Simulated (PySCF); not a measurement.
## Calculated data, CH$_{3}$B$_{2}$Cl, Al$_{2}$H$_{2}$NO, AlBClHN, Al$_{2}$FH$_{2}$O and others

All values are calculated (PySCF 2.14.0). Calculation on a computer-drawn molecule: the log of a Hartree-Fock and frozen-core CCSD(T) single point meant for a local Hartree-Fock minimum, with one planted fault or none, to be diagnosed. Offsets are logged minus clean, where the clean run is the same molecule without the fault. The reference is restricted for singlets and unrestricted otherwise, and also for a bond in bohr or an excited solution. Adding or removing an electron swaps singlet and doublet. The excited solution moves the top pair (singlet) or top alpha electron (doublet) to the lowest empty orbital. Highest occupied and lowest empty are orbital energies over both spins, largest force is the largest gradient component, triples share is (T) over the correlation energy, the T1 limit is 0.02 restricted and 0.045 unrestricted, electrons count all cores, a negative frequency is imaginary (commonest isotopes), and the dipole is about the centre of nuclear charge.

Common to all runs: logged SCF converged yes; possible faults no fault, one electron removed, one electron added, multiplicity raised by two, geometry at a saddle point, SCF held on an excited solution, minimal basis STO-3G, one bond length entered in bohr, all coordinates scaled.

(1) 
```xyz
7
formula=CH3B2Cl meant_charge=0 meant_multiplicity=1 meant_basis=cc-pV(D+d)Z logged_electrons=35 logged_basis_functions=80 logged_spin_squared=0.7555 logged_highest_occupied=-16.826 logged_lowest_empty=-6.9338 logged_largest_force=0.051749 logged_T1_diagnostic=0.019228 logged_D1_diagnostic=0.081891 logged_triples_share=0.029469 logged_CC_converged=yes logged_dipole_magnitude=8.1239 logged_SCF_stable_within_its_kind=yes logged_energy_HF=-548.17694 logged_energy_CCSD(T)=-548.61442 planted_fault=one_electron_removed HF_energy_offset_from_clean_run=181.1 CCSD(T)_energy_offset_from_clean_run=210.4
C     -2.2151     1.4448     0.1842
B     -1.1359     0.5698     0.2089
B      0.1676    -0.4646     0.2186
Cl     0.2188    -1.8018     1.3706
H     -2.2690     2.2737    -0.5145
H     -3.0576     1.3445     0.8609
H      1.0921    -0.3513    -0.5267
```

Units: logged_highest_occupied, logged_lowest_empty in eV; logged_largest_force in hartree/bohr; logged_dipole_magnitude in debye; logged_energy_HF, logged_energy_CCSD(T) in hartree; HF_energy_offset_from_clean_run, CCSD(T)_energy_offset_from_clean_run in kcal/mol.

Drawn bonds:
```
atom  other atom  order
   1           2      2
   2           3      1
   3           4      1
   1           5      1
   1           6      1
   3           7      1
```

(2) 
```xyz
6
formula=Al2H2NO meant_charge=1 meant_multiplicity=1 meant_basis=cc-pV(D+d)Z logged_electrons=42 logged_basis_functions=84 logged_spin_squared=0 logged_highest_occupied=-14.626 logged_lowest_empty=-4.8874 logged_largest_force=0.020027 logged_T1_diagnostic=0.030385 logged_D1_diagnostic=0.084517 logged_triples_share=0.035476 logged_CC_converged=yes logged_dipole_magnitude=13.588 logged_SCF_stable_within_its_kind=yes logged_energy_HF=-614.06161 logged_energy_CCSD(T)=-614.55886 planted_fault=all_coordinates_scaled,by_-1.3_% HF_energy_offset_from_clean_run=0.7812 CCSD(T)_energy_offset_from_clean_run=2.914
O     -0.3454     2.5309     1.4425
Al     0.1018     1.1032     1.0534
N      0.6159    -0.4339     0.2927
Al     0.9117    -0.9400    -1.3075
H      0.7590    -1.1536     0.9777
H      1.1682    -1.3640    -2.7422
```

Units: logged_highest_occupied, logged_lowest_empty in eV; logged_largest_force in hartree/bohr; logged_dipole_magnitude in debye; logged_energy_HF, logged_energy_CCSD(T) in hartree; HF_energy_offset_from_clean_run, CCSD(T)_energy_offset_from_clean_run in kcal/mol.

Drawn bonds:
```
atom  other atom  order
   1           2      2
   2           3      1
   3           4      1
   3           5      1
   4           6      1
```

Notes: T1 above single-reference limit.

(3) 
```xyz
5
formula=AlBClHN meant_charge=1 meant_multiplicity=1 meant_basis=cc-pV(D+d)Z logged_electrons=42 logged_basis_functions=29 logged_spin_squared=0 logged_highest_occupied=-14.762 logged_lowest_empty=0.67666 logged_largest_force=0.10506 logged_T1_diagnostic=0.01754 logged_D1_diagnostic=0.047727 logged_triples_share=0.049698 logged_CC_converged=yes logged_dipole_magnitude=10.179 logged_SCF_stable_within_its_kind=yes logged_energy_HF=-772.20843 logged_energy_CCSD(T)=-772.37942 planted_fault=minimal_basis_STO-3G HF_energy_offset_from_clean_run=5504 CCSD(T)_energy_offset_from_clean_run=5678
Al    -0.7368    -2.5637     1.3355
N     -0.6654    -1.0123     0.7100
B     -0.6109     0.1687     0.2338
Cl    -0.5395     1.7096    -0.3878
H     -0.8021    -3.9870     1.9099
```

Units: logged_highest_occupied, logged_lowest_empty in eV; logged_largest_force in hartree/bohr; logged_dipole_magnitude in debye; logged_energy_HF, logged_energy_CCSD(T) in hartree; HF_energy_offset_from_clean_run, CCSD(T)_energy_offset_from_clean_run in kcal/mol.

Drawn bonds:
```
atom  other atom  order
   1           2      1
   2           3      2
   3           4      1
   1           5      1
```

(4) 
```xyz
6
formula=Al2FH2O meant_charge=-1 meant_multiplicity=1 meant_basis=aug-cc-pV(D+d)Z logged_electrons=46 logged_basis_functions=30 logged_spin_squared=0 logged_highest_occupied=1.4397 logged_lowest_empty=15.656 logged_largest_force=0.035851 logged_dipole_magnitude=1.3384 logged_SCF_stable_within_its_kind=yes logged_energy_HF=-650.88365 planted_fault=minimal_basis_STO-3G HF_energy_offset_from_clean_run=5385
O      1.9059    -2.9457     1.1038
Al     0.7302    -1.8632     1.1739
Al    -1.2722    -0.0014     1.3620
F     -1.8957     0.1428    -0.2024
H     -0.5790     1.3652     1.8546
H     -2.3607    -0.6045     2.3830
```

Units: logged_highest_occupied, logged_lowest_empty in eV; logged_largest_force in hartree/bohr; logged_dipole_magnitude in debye; logged_energy_HF in hartree; HF_energy_offset_from_clean_run in kcal/mol.

Drawn bonds:
```
atom  other atom  order
   1           2      2
   2           3      1
   3           4      1
   3           5      1
   3           6      1
```

Notes: coupled-cluster numbers left out as unreliable; highest electron not bound in this basis.

(5) 
```xyz
3
formula=BClF meant_charge=1 meant_multiplicity=1 meant_basis=cc-pV(D+d)Z logged_electrons=31 logged_basis_functions=51 logged_spin_squared=0.7638 logged_highest_occupied=-5.692 logged_lowest_empty=3.5075 logged_largest_force=0.098903 logged_T1_diagnostic=0.014788 logged_D1_diagnostic=0.043835 logged_triples_share=0.022144 logged_CC_converged=yes logged_dipole_magnitude=0.37299 logged_SCF_stable_within_its_kind=yes logged_energy_HF=-583.56281 logged_energy_CCSD(T)=-583.97789 planted_fault=one_electron_added HF_energy_offset_from_clean_run=-112.3 CCSD(T)_energy_offset_from_clean_run=-111.6
F     -2.1511     0.9539     1.0170
B     -1.5513     1.1860    -0.0297
Cl    -0.7657     1.4901    -1.4010
```

Units: logged_highest_occupied, logged_lowest_empty in eV; logged_largest_force in hartree/bohr; logged_dipole_magnitude in debye; logged_energy_HF, logged_energy_CCSD(T) in hartree; HF_energy_offset_from_clean_run, CCSD(T)_energy_offset_from_clean_run in kcal/mol.

Drawn bonds:
```
atom  other atom  order
   1           2      1
   2           3      1
```

(6) 
```xyz
8
formula=CH4AlOSi meant_charge=0 meant_multiplicity=2 meant_basis=cc-pV(D+d)Z logged_electrons=45 logged_basis_functions=94 logged_spin_squared=0.7914 logged_highest_occupied=-4.3628 logged_lowest_empty=-4.1352 logged_largest_force=0.074373 logged_dipole_magnitude=2.3054 logged_SCF_stable_within_its_kind=no logged_energy_HF=-645.65693 planted_fault=SCF_held_on_an_excited_solution HF_energy_offset_from_clean_run=136.4
O     -2.9341    -1.1434    -1.0785
Si    -1.4480    -1.2539    -0.8916
C     -0.5922    -2.3607     0.2924
Al     1.3273    -2.5930     0.6262
H     -0.4888    -0.4515    -1.6722
H     -1.2884    -2.9638     0.8802
H      2.3514    -1.7338    -0.2097
H      1.7948    -3.6285     1.7172
```

Units: logged_highest_occupied, logged_lowest_empty in eV; logged_largest_force in hartree/bohr; logged_dipole_magnitude in debye; logged_energy_HF in hartree; HF_energy_offset_from_clean_run in kcal/mol.

Drawn bonds:
```
atom  other atom  order
   1           2      2
   2           3      1
   3           4      1
   2           5      1
   3           6      1
   4           7      1
   4           8      1
```

Notes: coupled-cluster numbers left out as unreliable.

(7) 
```xyz
7
formula=B2FH3O meant_charge=0 meant_multiplicity=1 meant_basis=cc-pVDZ logged_electrons=31 logged_basis_functions=71 logged_spin_squared=0.7595 logged_highest_occupied=1.3437 logged_lowest_empty=8.9224 logged_largest_force=0.07563 logged_T1_diagnostic=0.031519 logged_D1_diagnostic=0.19467 logged_triples_share=0.022028 logged_CC_converged=yes logged_dipole_magnitude=4.497 logged_SCF_stable_within_its_kind=yes logged_energy_HF=-225.42385 logged_energy_CCSD(T)=-226.01627 planted_fault=one_electron_added HF_energy_offset_from_clean_run=49.26 CCSD(T)_energy_offset_from_clean_run=39.33
O     -0.0484    -0.0660     0.9380
B      1.1070    -0.3139     0.2804
B      1.2549    -1.7699    -0.6261
F      1.0483    -1.7626    -1.9478
H     -0.0543     0.7470     1.4205
H      2.0157     0.4806     0.3636
H      1.5653    -2.8369    -0.1599
```

Units: logged_highest_occupied, logged_lowest_empty in eV; logged_largest_force in hartree/bohr; logged_dipole_magnitude in debye; logged_energy_HF, logged_energy_CCSD(T) in hartree; HF_energy_offset_from_clean_run, CCSD(T)_energy_offset_from_clean_run in kcal/mol.

Drawn bonds:
```
atom  other atom  order
   1           2      1
   2           3      1
   3           4      1
   1           5      1
   2           6      1
   3           7      1
```

Notes: highest electron not bound in this basis.

(8) 
```xyz
7
formula=CH3B2O meant_charge=-1 meant_multiplicity=1 meant_basis=aug-cc-pVDZ logged_electrons=28 logged_basis_functions=119 logged_spin_squared=0 logged_highest_occupied=0.86218 logged_lowest_empty=-2.5646 logged_largest_force=0.11247 logged_CC_converged=no logged_dipole_magnitude=7.4033 logged_SCF_stable_within_its_kind=no logged_energy_HF=-163.50604 planted_fault=SCF_held_on_an_excited_solution HF_energy_offset_from_clean_run=271.9
B     -0.3587    -0.2792     0.2957
C     -1.2009    -0.7151     1.4261
B     -2.4307     0.0029     1.8519
O     -3.4419     0.5799     2.2142
H      0.6501    -0.8838    -0.0392
H     -0.6225     0.7105    -0.3689
H     -0.9402    -1.6023     2.0009
```

Units: logged_highest_occupied, logged_lowest_empty in eV; logged_largest_force in hartree/bohr; logged_dipole_magnitude in debye; logged_energy_HF in hartree; HF_energy_offset_from_clean_run in kcal/mol.

Drawn bonds:
```
atom  other atom  order
   1           2      1
   2           3      2
   3           4      1
   1           5      1
   1           6      1
   2           7      1
```

Notes: CCSD not converged; highest electron not bound in this basis.

(9) 
```xyz
10
formula=BH6NSi2 meant_charge=0 meant_multiplicity=1 meant_basis=cc-pV(D+d)Z logged_electrons=46 logged_basis_functions=104 logged_spin_squared=2.0226 logged_highest_occupied=-4.1269 logged_lowest_empty=-2.4408 logged_largest_force=0.060386 logged_T1_diagnostic=0.058441 logged_D1_diagnostic=0.33676 logged_triples_share=0.041948 logged_CC_converged=yes logged_dipole_magnitude=2.0918 logged_SCF_stable_within_its_kind=yes logged_energy_HF=-660.27349 logged_energy_CCSD(T)=-660.79377 planted_fault=multiplicity_raised_by_two HF_energy_offset_from_clean_run=147.9 CCSD(T)_energy_offset_from_clean_run=147.7
N     -0.7398    -1.4212     2.4320
B     -0.9824    -0.2829     2.0376
Si    -1.3514     1.5690     1.3582
Si    -0.1870     1.9594    -0.6657
H     -0.5505    -2.3329     2.7550
H     -2.8104     1.7146     1.1406
H     -0.9244     2.5473     2.3867
H     -0.4593     3.3358    -1.1449
H     -0.6289     0.9930    -1.6985
H      1.2707     1.8038    -0.4495
```

Units: logged_highest_occupied, logged_lowest_empty in eV; logged_largest_force in hartree/bohr; logged_dipole_magnitude in debye; logged_energy_HF, logged_energy_CCSD(T) in hartree; HF_energy_offset_from_clean_run, CCSD(T)_energy_offset_from_clean_run in kcal/mol.

Drawn bonds:
```
atom  other atom  order
   1           2      2
   2           3      1
   3           4      1
   1           5      1
   3           6      1
   3           7      1
   4           8      1
   4           9      1
   4          10      1
```

Notes: T1 above single-reference limit.

(10) 
```xyz
9
formula=AlBH5OSi meant_charge=0 meant_multiplicity=2 meant_basis=cc-pV(D+d)Z logged_electrons=44 logged_basis_functions=99 logged_spin_squared=0 logged_highest_occupied=-15.46 logged_lowest_empty=-6.0969 logged_largest_force=0.053562 logged_T1_diagnostic=0.019923 logged_D1_diagnostic=0.063268 logged_triples_share=0.026881 logged_CC_converged=yes logged_dipole_magnitude=9.4962 logged_SCF_stable_within_its_kind=yes logged_energy_HF=-633.08816 logged_energy_CCSD(T)=-633.55911 planted_fault=one_electron_removed HF_energy_offset_from_clean_run=156.5 CCSD(T)_energy_offset_from_clean_run=158.2
Al    -2.2799     2.4391    -1.4242
B     -1.2477     0.5792    -1.8644
O     -0.2283     0.1756    -1.0587
Si     0.7587    -1.1605    -0.9896
H     -1.8622     3.8299    -2.0907
H     -1.5814    -0.1583    -2.7702
H      0.4102    -2.1079    -2.0686
H      2.1564    -0.7123    -1.1378
H      0.5792    -1.8010     0.3272
```

Units: logged_highest_occupied, logged_lowest_empty in eV; logged_largest_force in hartree/bohr; logged_dipole_magnitude in debye; logged_energy_HF, logged_energy_CCSD(T) in hartree; HF_energy_offset_from_clean_run, CCSD(T)_energy_offset_from_clean_run in kcal/mol.

Drawn bonds:
```
atom  other atom  order
   1           2      1
   2           3      1
   3           4      1
   1           5      1
   2           6      1
   4           7      1
   4           8      1
   4           9      1
```
